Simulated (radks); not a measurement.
Values are calculated unless marked as measured or tabulated.
Ionisation of Ti, [Ar] 3d2 4s2, to Ti+, [Ar] 3d2 4s1, under several functionals. Dirac Kohn-Sham, spin-unpolarised, spherical densities, finite nucleus; open shells fill j = l - 1/2 first; a radial shooting solver on a logarithmic mesh with Libxc functionals.

| functional | E(Ti) (hartree) | Exc (hartree) | IE (eV) | -e(HOMO) (eV) | <r> HOMO (bohr) | IE error (eV) |
|---|---|---|---|---|---|---|
| LDA (Slater exchange, Perdew-Zunger correlation) | -851.73056 | -40.05451 | 7.533 | 4.478 | 1.609 | +0.705 |
| LDA (Slater exchange, VWN5 correlation) | -851.74133 | -40.06603 | 7.525 | 4.482 | 1.608 | +0.697 |
| exchange-only PBE | -852.69179 | -41.03048 | 6.732 | 3.448 | 1.642 | -0.096 |
| PW91 | -853.83397 | -42.21017 | 7.390 | 4.336 | 1.612 | +0.562 |
| HCTH/407 | -854.02989 | -42.45961 | 7.295 | 4.461 | 3.569 | +0.467 |
| B86b exchange with PBE correlation | -853.81253 | -42.18661 | 7.373 | 4.294 | 1.614 | +0.545 |
| AM05 | -851.88196 | -40.20998 | 7.292 | 4.278 | 1.610 | +0.464 |

NIST Atomic Spectra Database: 6.828 eV (measured). Closest: exchange-only PBE. The Delta-SCF values span 0.80 eV, the total energies 2.30 hartree. The highest occupied level is 3d3/2. Spin polarisation and multiplet splitting are left out, so open shells lie too high by an amount that depends on their filling.

Beside tabulated values, note that spin-unpolarised runs miss the spin-polarisation part of the exchange energy of open shells.
